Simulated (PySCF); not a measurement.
## AlPb⁺ from Hartree–Fock to correlated methods

State: ³Π (triplet), unpaired electrons σ ↑, π ↑. Set-up: PySCF, scalar-relativistic core potentials, basis sets Al def2-SVP, Pb def2-SVP with ECP60. De refers to Al⁺ + Pb in their high-spin ground configurations, without counterpoise correction. The functionals are run spin-unrestricted. A positive dipole points towards Pb; it is taken about the centre of mass and depends on that origin.

```tsv
Level	Re (Å)	ωe (cm⁻¹)	De (eV)	μ (D)	CPU s a point (SCF and correlation, without the integrals)
UHF	3.248	125	n/a	-6.90	0.14
UHF-MP2	3.127	138	n/a	n/a	0.23
UHF-SCS-MP2	3.157	133	n/a	n/a	n/a
UHF-CCSD	3.139	140	n/a	n/a	n/a
UHF-CCSD(T)	3.118	144	n/a	n/a	2.2
PBE	3.069	154	n/a	-5.15	0.75
PBEsol	3.025	163	n/a	-5.13	0.49
TPSS	3.054	156	n/a	-5.06	1
r²SCAN	3.042	159	n/a	-5.29	0.93
PBE0	3.052	156	n/a	-5.45	1.2
BHandHLYP	3.111	142	n/a	-6.04	0.57
LC-ωPBE	3.033	160	n/a	-5.86	1
```

Q: What does the step from GGA to meta-GGA do here, going from PBE to r²SCAN?

A: r²SCAN less PBE: -2.7 pm in Re, +3.2 % in ωe. 

Q: What does second-order correlation do here, going from UHF to UHF-MP2?

A: UHF-MP2 less UHF: -12.1 pm in Re, +10.4 % in ωe. Correlation nearly always deepens the well. The bond shortens, as in weak, metallic or heavy-atom bonds, where dispersion and the correlation of outer-core electrons pull the atoms together.

Correlated steps freeze 9 core orbitals. Spin–orbit coupling is left out, which matters for elements this heavy, above all for dissociation energies. The state was picked by a PBE0 search and need not be the measured ground state.

The whole job (state search and all levels along the bond) took about 2.3 min on 1 thread of Intel Xeon Platinum 8375C @ 2.90GHz (shared host), peak memory 0.53 GiB.
